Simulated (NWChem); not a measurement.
System: CH$_{5}$ClFNSi; SMILES N[Si@@H](Cl)CF

Here is an NWChem input.

```
start job
memory heap 200 mb stack 900 mb global 1100 mb
geometry units angstroms noautoz
  N     -1.834953    -0.208520     0.176059
  Si    -0.238707     0.045724    -0.389036
  Cl     0.672368     1.833755     0.257617
  C      0.912302    -1.318886     0.254090
  F      0.506228    -2.544306    -0.284015
  H     -2.618905     0.231149    -0.290511
  H     -2.033646    -0.377168     1.154917
  H     -0.294692     0.107583    -1.864040
  H      0.890768    -1.388609     1.350578
  H      1.952467    -1.129964    -0.040896
end
basis spherical
  * library def2-svp
end
dft
  xc xpbe96 cpbe96
  iterations 150
  mulliken
end
task dft energy
```

Structure relaxed at the B3LYP/6-31G* (spherical d) level.

Task: Give the results of this calculation. (PBE/def2-SVP.) Quantities: energy (Ha); highest occupied level (eV); orbital gap (eV); dipole (D).

Result: 
| Item | Value |
|---|---|
| energy (Ha) | -944.53 |
| highest occupied level (eV) | -6.34 |
| orbital gap (eV) | 6.52 |
| dipole (D) | 1.72 |
